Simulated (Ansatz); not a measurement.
Consider the ligand exchange at the Si–O bond: `N[SiH](F)[O][SbH2]` + `N[SiH](O)O` → `N[Si@H](F)O[Si@@H](N)O` + `[OH][SbH2]`.

Isolated molecules relaxed with PBE0-D4/def2-TZVP in Ansatz; ΔE leaves out vibrations. CBS: MP2 limit from def2 TZ/QZ plus the TZ coupled-cluster correction, frozen cores. This one scheme is used for every species. DFT in def2-TZVPP. B3LYP here is the variant with VWN-RPA as its local correlation; programs differ in this. Elements past krypton have def2 core potentials. For Sb outer-core shells are correlated without core-valence functions, which leaves a few kJ/mol of doubt a bond. One conformer a species, not always the lowest.

```csv
level,ΔE (kJ/mol),difference from CCSD(T)/CBS
PBE-D4,-2.6,0.9
r2SCAN-D4,-4.7,-1.2
B3LYP-D4,-5.2,-1.7
ωB97X-V,-4.6,-1.1
ωB97M-V,-3.6,-0.1
PBE,-2.5,1.0
r2SCAN,-4.1,-0.6
HF/def2-TZVPP,-7.9,-4.4
MP2/def2-TZVPP,-0.9,2.6
SCS-MP2/def2-TZVPP,-1.9,1.6
CCSD/def2-TZVPP,-3.2,0.3
HF/def2-QZVPP,-8.7,-5.2
MP2/def2-QZVPP,-1.9,1.6
SCS-MP2/def2-QZVPP,-3.0,0.5
HF/CBS(def2),-8.9,-5.4
MP2/CBS(def2),-2.2,1.3
CCSD(T)/CBS,-3.5,0
```

Largest T1 diagnostic among the species: 0.014.

In def2-TZVPP, CCSD(T) changes the Hartree–Fock value by +5.6 kJ/mol (the triples alone add +1.0 kJ/mol) and MP2 by +7.0 kJ/mol.
